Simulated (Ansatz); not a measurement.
Total energies of HfO₄H₄ from Ansatz at PBE0-D4/def2-TZVPD, gas phase (1 Eh = 27.2114 eV = 2625.5 kJ/mol). The reference geometry is relaxed at r2SCAN-D4/def2-SVP.

```xyz
9

Hf    0.127    0.326    0.156
O     0.699   -0.582   -1.877
O    -1.756   -0.085   -0.006
O     1.292   -1.147   -0.641
O     0.710    0.514    1.976
H     0.146   -1.319   -2.194
H    -2.651   -0.287    0.269
H     0.415    2.020   -0.566
H     1.018    0.559    2.882
```

```json
{"state": "charge 0 singlet", "geometry": "reference", "energy (Eh)": "-351.22134"}
{"state": "charge -1 doublet", "geometry": "reference", "energy (Eh)": "-351.20136"}
{"state": "free Hf atom (triplet)", "geometry": "–", "energy (Eh)": "-47.84257"}
{"state": "free O atom (triplet)", "geometry": "–", "energy (Eh)": "-75.01925"}
{"state": "free H atom (doublet)", "geometry": "–", "energy (Eh)": "-0.50104"}
```

In the def2 sets Hf takes a core potential; there is no spin–orbit coupling. The structure holds one bond between oxygen atoms, so isomers without such links may lie far lower.

**Question.** Work out the vertical electron affinity, to the doublet.

**Answer.** E(charge 0 singlet) − E(charge -1 doublet) = -351.22134 − (-351.20136) = -0.01998 Eh = -0.54 eV; negative, so the extra electron isn't bound.

**Question.** What is the binding energy per atom against free atoms?

**Answer.** Atoms: 1 × (-47.84257) + 4 × (-75.01925) + 4 × (-0.50104) = -349.92373 Eh. Binding: -349.92373 − (-351.22134) = 1.29761 Eh = 35.31 eV, or 3.92 eV for each of 9 atoms (no zero-point energy, no counterpoise term).

At PBE0-D4/def2-TZVPD the highest occupied level of the charge -1 doublet lies above zero (up to 1.61 eV). By energy differences it is unbound by 0.54 eV (vertical, against the charge 0 singlet, at PBE0-D4/def2-TZVPD) and held by the finite basis.

The structure comes from a short search, and lower isomers may exist.
